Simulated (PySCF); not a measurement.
## RbF: one state, many levels of theory

State: ¹Σ⁺ (singlet), closed shell. Set-up: Rb def2-TZVPP with ECP28, F def2-TZVPP; scalar-relativistic core potentials (PySCF 2.14). De refers to Rb + F in their high-spin ground configurations, without counterpoise correction. A positive dipole means Rb(−)F(+).

```tsv
Level	Re (Å)	ωe (cm⁻¹)	De (eV)	μ (D)	CPU s a point (SCF and correlation, without the integrals)
RHF	2.360	365	2.87	-9.57	0.15
RHF-MP2	2.347	367	4.88	n/a	0.27
RHF-SCS-MP2	2.352	366	4.74	n/a	n/a
RHF-CCSD	2.344	370	4.46	n/a	n/a
RHF-CCSD(T)	2.344	369	4.55	n/a	7.9
PBE	2.347	358	4.92	-8.61	0.74
BLYP	2.367	351	4.87	-8.70	0.47
r²SCAN	2.342	368	4.80	-8.95	1.1
B3LYP	2.348	364	4.72	-8.96	0.99
PBE0	2.331	370	4.62	-8.92	1.7
BHandHLYP	2.335	375	4.34	-9.17	0.65
LC-ωPBE	2.343	368	4.99	-9.17	0.9
B2PLYP	2.346	366	4.72	-9.24	0.9
```

The bond length runs from 2.331 Å (PBE0) to 2.367 Å (BLYP). De spans 2.87 eV (RHF, mean field) to 4.99 eV (LC-ωPBE, range-separated hybrid). Correlation at CCSD(T) changes the Hartree–Fock bond energy by +1.68 eV; the triples alone change it by +0.09 eV.

Correlated steps freeze 1 core orbital. Where the molecule has an RHF reference, its open-shell atoms are computed with UHF. B2PLYP dipoles, levels and charges come from its SCF part alone.

The whole job (state search and all levels along the bond) took about 3 min on 1 thread of Arm Neoverse V2 (shared host), peak memory 1.1 GiB.
